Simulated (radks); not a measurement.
Problem. Spherical jellium clusters: N electrons in a uniform positive sphere of charge N and radius rs N^(1/3), rs = 5.85 bohr. Method: non-relativistic Kohn-Sham, LDA (Slater exchange, Perdew-Wang correlation), spin-polarised, spherical densities; computed with a radial shooting solver with Libxc functionals. Levels are named by radial order and angular momentum (1s, 1p, 1d, 2s, ...), and open shells are averaged over m. At N = 13 the configuration is 1s2 1p6 1d(up 5, down 0). The background grows by one charge. Does electron 14 go into 2s up or 2s down or 1d down?

Solution. Into 1d down. The total energies of the other choices lie higher by 0.1000 eV (2s up), 0.232 eV (2s down).
